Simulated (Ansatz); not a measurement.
CaF (SMILES [F][Ca]), doublet, at a GFN2-xTB geometry (such geometries of metal compounds can be far from the true shape) (the spin is typed, not shown lowest); Ansatz (a program for electronic structure) with B3LYP/def2-SV(P).

Ansatz was given this input:
Ansatz 0.2 input:
```yaml
crystal:
  periodic: [false, false, false]
  atoms:
    - {symbol: Ca, position_ang: [-0.00000000, -0.00000000, -0.57526226]}
    - {symbol: F, position_ang: [0.00000000, 0.00000000, 1.27836059]}
basis:
  gaussian:
    orbitals: def2-SV_P_.json
hamiltonian:
  xc: b3lyp
magnetization: {spin_polarized: true, initial_magnetization: 1}
```
The basis file holds def2-SV(P) in the JSON format of the Basis Set Exchange.

The log (banner, timings and long lists left out):

```
Functional definition: B3LYP
405 factors; integrals over basis functions are off by at most 6.5e-4 eV
mean field evaluation 1: about -21148.7010 eV, gradient 3.1e1 eV
mean field evaluation 2: about -21109.5862 eV, gradient 1.1e2 eV
mean field evaluation 4: about -21152.2092 eV, gradient 1.6e0 eV
mean field evaluation 8: about -21152.3273 eV, gradient 6.0e-2 eV
mean field evaluation 16: about -21152.3273 eV, gradient 2.0e-5 eV
mean field -21152.32731964 eV, -777.3336914343 hartree, gradient 2.0e-5 eV, S^2 0.750073; 0 other end points of the search recorded, 0 dependent functions left out
reference -21152.32750844 eV, -777.3336983725 hartree; 15, 14 occupied and 23, 24 virtual orbitals, 405 factors
Total energy: -21152.32750844 eV, -777.3336983725 hartree
```
